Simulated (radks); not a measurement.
Species: the gallium ion Ga6+. Configuration: [Ar] 3d5 4s2 (not the ground configuration).

All-electron calculation, Dirac Kohn-Sham, BLYP, spin-unpolarised, spherical densities, point nucleus; open shells fill j = l - 1/2 first. Program: a radial shooting solver on a logarithmic mesh with Libxc functionals.

Energy parts (eV):
part                       energy
total                  -52479.159
kinetic                 53549.180
electron-nucleus      -123104.595
Hartree                 19004.692
exchange-correlation    -1928.436

Orbitals (lengths in bohr, moments of r in powers of bohr; <r^-3> diverges for s and p1/2; r(max) is where P^2 peaks):
orbital,occ.,eigenvalue (eV),<r^4>,<r^-3>,<1/r>,r(max)
1s1/2,2,-10379.45,0.00002601,-,31.30,0.03178
2s1/2,2,-1416.646,0.005408,-,6.886,0.1825
2p1/2,2,-1271.746,0.003826,-,6.844,0.1445
2p3/2,4,-1244.101,0.004066,860.4,6.669,0.1474
3s1/2,2,-285.3691,0.3068,-,2.304,0.5528
3p1/2,2,-237.8056,0.3461,-,2.201,0.5449
3p3/2,4,-233.6205,0.3639,131.4,2.161,0.5522
3d3/2,4,-153.5518,0.4686,16.64,1.952,0.4891
3d5/2,1,-152.8874,0.4756,16.25,1.943,0.4912
4s1/2,2,-91.5010,9.740,-,0.8952,1.410

The highest occupied level is 4s1/2 at -91.501 eV. Summed over all electrons, <r^2> = 11.73 bohr^2, which gives a Langevin (diamagnetic) susceptibility term of -9.29 x 10^-6 cm^3/mol. The density falls to 0.001 e/bohr^3 at r = 2.80 bohr.
